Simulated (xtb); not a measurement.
xtb input (GFN1-xTB):

```bash
xtb mol.xyz --gfn 1 --sp --chrg -1 --uhf 0
```
mol.xyz:
```
10

Si    -0.00265161    -0.04502314    -1.07571866
Br     0.20266200     0.04731344     1.45666335
N      1.34734232    -0.43011567    -1.88273629
N     -0.81520836     1.49220530    -1.29579879
N     -1.23363277    -1.28066553    -1.13177967
H      2.05808139     0.27397581    -2.03339598
H     -0.18959379     2.27988215    -1.17783026
H     -1.59584825     1.62585785    -0.66333255
H     -1.52292826    -1.59912207    -0.21717275
H     -0.89526719    -2.07620851    -1.65922141
```

Output:

```
           -------------------------------------------------
          |                Calculation Setup                |
           -------------------------------------------------

           -------------------------------------------------
          |                 G F N 1 - x T B                 |
           -------------------------------------------------

        Reference                      10.1021/acs.jctc.7b00118
      * Hamiltonian:
        H0-scaling (s, p, d)           1.850000    2.250000    2.000000
        zeta-weighting                 0.000000
      * Dispersion:
        s8                             2.400000
        a1                             0.630000
        a2                             5.000000
        s9                             0.000000
      * Repulsion:
        kExp                           1.500000
        rExp                           1.000000
      * Coulomb:
        alpha                          2.000000
        third order                    atomic
        anisotropic                    false
      * Halogen bond correction:
        rad-scale                      1.300000
        damping                        0.440000

          ...................................................
          :                      SETUP                      :
          :.................................................:
          :  # basis functions                  42          :
          :  # atomic orbitals                  40          :
          :  # shells                           22          :
          :  # electrons                        32          :
          :  # halogen bonds                     3          :
          :  max. iterations                   250          :
          :  Hamiltonian                  GFN1-xTB          :
          :  restarted?                      false          :
          :  GBSA solvation                  false          :
          :  PC potential                    false          :
          :  electronic temp.          300.0000000     K    :
          :  accuracy                    1.0000000          :
          :  -> integral cutoff          0.2500000E+02      :
          :  -> integral neglect         0.1000000E-07      :
          :  -> SCF convergence          0.1000000E-05 Eh   :
          :  -> wf. convergence          0.2000000E-04 e    :
          :  Broyden damping             0.4000000          :
          :  net charge                         -1          :
          :  unpaired electrons                  0          :
          ...................................................

 iter      E             dE          RMSdq      gap      omega  full diag
   1    -18.1468602 -0.181469E+02  0.843E+00    3.31       0.0  T
   2    -18.3490454 -0.202185E+00  0.499E+00    3.89       1.0  T
   3    -18.5033189 -0.154274E+00  0.282E+00    5.36       1.0  T
   4    -18.4877185  0.156005E-01  0.859E-01    5.15       1.0  T
   5    -18.5041832 -0.164648E-01  0.233E-01    5.35       1.0  T
   6    -18.5050636 -0.880350E-03  0.388E-02    5.35       1.0  T
   7    -18.5050482  0.153994E-04  0.454E-02    5.36       1.0  T
   8    -18.5050786 -0.304530E-04  0.575E-03    5.36       5.5  T
   9    -18.5050795 -0.876607E-06  0.149E-03    5.36      21.3  T
  10    -18.5050795 -0.156518E-07  0.277E-04    5.36     114.4  T
  11    -18.5050795 -0.114623E-08  0.836E-05    5.36     378.3  T
  12    -18.5050795 -0.111179E-09  0.176E-05    5.36    1798.2  T

   *** convergence criteria satisfied after 12 iterations ***

         #    Occupation            Energy/Eh            Energy/eV
      -------------------------------------------------------------
         1        2.0000           -0.5293849             -14.4053
       ...           ...                  ...                  ...
        10        2.0000           -0.2334255              -6.3518
        11        2.0000           -0.2072354              -5.6392
        12        2.0000           -0.1915094              -5.2112
        13        2.0000           -0.1735876              -4.7236
        14        2.0000           -0.1705963              -4.6422
        15        2.0000           -0.1644798              -4.4757
        16        2.0000           -0.1529247              -4.1613 (HOMO)
        17                          0.0440582               1.1989 (LUMO)
        18                          0.0740457               2.0149
        19                          0.0881502               2.3987
        20                          0.1013043               2.7566
        21                          0.1345145               3.6603
       ...                                ...                  ...
        40                          1.8535590              50.4379
      -------------------------------------------------------------
                  HL-Gap            0.1969829 Eh            5.3602 eV
             Fermi-level           -0.0544332 Eh           -1.4812 eV

 SCC (total)                   0 d,  0 h,  0 min,  0.008 sec
 SCC setup                      ...        0 min,  0.000 sec (  1.506%)
 Dispersion                     ...        0 min,  0.000 sec (  0.770%)
 classical contributions        ...        0 min,  0.000 sec (  0.327%)
 integral evaluation            ...        0 min,  0.002 sec ( 21.435%)
 iterations                     ...        0 min,  0.003 sec ( 37.434%)
 molecular gradient             ...        0 min,  0.003 sec ( 36.616%)
 printout                       ...        0 min,  0.000 sec (  1.794%)

         :::::::::::::::::::::::::::::::::::::::::::::::::::::
         ::                     SUMMARY                     ::
         :::::::::::::::::::::::::::::::::::::::::::::::::::::
         :: total energy             -18.358017830769 Eh    ::
         :: gradient norm              0.050119716441 Eh/a0 ::
         :: HOMO-LUMO gap              5.360178779029 eV    ::
         ::.................................................::
         :: SCC energy               -18.505079540787 Eh    ::
         :: -> electrostatic           0.212341234570 Eh    ::
         :: repulsion energy           0.151156758831 Eh    ::
         :: dispersion energy         -0.004095048091 Eh    ::
         :: halogen bond corr.        -0.000000000722 Eh    ::
         :: add. restraining           0.000000000000 Eh    ::
         :: total charge              -1.000000000000 e     ::
         :::::::::::::::::::::::::::::::::::::::::::::::::::::

           -------------------------------------------------
          |                Property Printout                |
           -------------------------------------------------

    * Orbital Energies and Occupations

         #    Occupation            Energy/Eh            Energy/eV
      -------------------------------------------------------------
         1        2.0000           -0.5293849             -14.4053
       ...           ...                  ...                  ...
         4        2.0000           -0.4239784             -11.5370
         5        2.0000           -0.3394935              -9.2381
         6        2.0000           -0.3344268              -9.1002
         7        2.0000           -0.3243730              -8.8266
         8        2.0000           -0.2736078              -7.4452
         9        2.0000           -0.2623913              -7.1400
        10        2.0000           -0.2334255              -6.3518
        11        2.0000           -0.2072354              -5.6392
        12        2.0000           -0.1915094              -5.2112
        13        2.0000           -0.1735876              -4.7236
        14        2.0000           -0.1705963              -4.6422
        15        2.0000           -0.1644798              -4.4757
Note: The following floating-point exceptions are signalling: IEEE_DENORMAL
normal termination of xtb
        16        2.0000           -0.1529247              -4.1613 (HOMO)
        17                          0.0440582               1.1989 (LUMO)
        18                          0.0740457               2.0149
        19                          0.0881502               2.3987
        20                          0.1013043               2.7566
        21                          0.1345145               3.6603
        22                          0.1437055               3.9104
        23                          0.1533079               4.1717
        24                          0.1707659               4.6468
        25                          0.1820022               4.9525
        26                          0.1834485               4.9919
        27                          0.1953636               5.3161
       ...                                ...                  ...
        40                          1.8535590              50.4379
      -------------------------------------------------------------
                  HL-Gap            0.1969829 Eh            5.3602 eV
             Fermi-level           -0.0544332 Eh           -1.4812 eV

  Mulliken/CM5 charges         n(s)   n(p)   n(d)
     1Si    0.27091  0.31609   0.977  1.721  1.031
     2Br   -0.30850 -0.27752   1.950  5.372 -0.014
     3N    -0.65104 -0.88854   1.480  4.171  0.000
     4N    -0.53128 -0.93552   1.451  4.080  0.000
     5N    -0.53379 -0.94039   1.448  4.086  0.000
     6H     0.14146  0.33606   0.859  0.000  0.000
     7H     0.14806  0.34140   0.852  0.000  0.000
     8H     0.15233  0.34593   0.848  0.000  0.000
     9H     0.14938  0.34427   0.851  0.000  0.000
    10H     0.16250  0.35822   0.838  0.000  0.000

Wiberg/Mayer (AO) data.
largest (>0.10) Wiberg bond orders for each atom

 ---------------------------------------------------------------------------
     #   Z sym  total        # sym  WBO       # sym  WBO       # sym  WBO
 ---------------------------------------------------------------------------
     1  14 Si   5.237 --     3 N    1.965     5 N    1.120     4 N    1.100
                             2 Br   0.893
     2  35 Br   1.067 --     1 Si   0.893
     3   7 N    3.031 --     1 Si   1.965     6 H    0.931
     4   7 N    3.077 --     1 Si   1.100     7 H    0.949     8 H    0.946
     5   7 N    3.080 --     1 Si   1.120    10 H    0.944     9 H    0.943
     6   1 H    0.987 --     3 N    0.931
     7   1 H    0.999 --     4 N    0.949
     8   1 H    0.998 --     4 N    0.946
     9   1 H    1.010 --     5 N    0.943
    10   1 H    0.986 --     5 N    0.944
 ---------------------------------------------------------------------------

Topologies differ in total number of bonds
Writing topology from bond orders to xtbtopo.mol

 dipole moment from electron density (au)
     X       Y       Z
  -0.7948   0.7089   1.8464  total (Debye):    5.418

           -------------------------------------------------
          | TOTAL ENERGY              -18.358017830769 Eh   |
          | GRADIENT NORM               0.050119716441 Eh/α |
          | HOMO-LUMO GAP               5.360178779029 eV   |
           -------------------------------------------------

------------------------------------------------------------------------
------------------------------------------------------------------------
 total:
 SCF:
```

It need not be the lowest isomer of its formula. Whether it binds its extra electron was not tested at this geometry.
